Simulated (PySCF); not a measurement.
CsI, SMILES [I][Cs]. Heavy atoms are numbered as in [Cs:1][I:2].

Geometry: B3LYP-D3(BJ)/def2-TZVPD. The def2 effective core potentials stand for the cores of Cs, I; spin–orbit coupling is left out.

Calculation: ωB97X/def2-TZVPD (PySCF).

Mulliken values depend strongly on the basis, most of all with diffuse functions as here. ESP charges are fitted to the potential on shells at 1.4 to 2.0 van der Waals radii. Atomic charges (e), one atom of each kind:

```csv
atom,ESP fit,Mulliken
Cs1,?,0.91
I2,?,-0.91
```

**Question.** What belongs in the gaps? (An estimate is asked for; the answer gives what the named calculation found.)

**Answer.** 
- Cs1, ESP fit: 0.72
- I2, ESP fit: -0.72
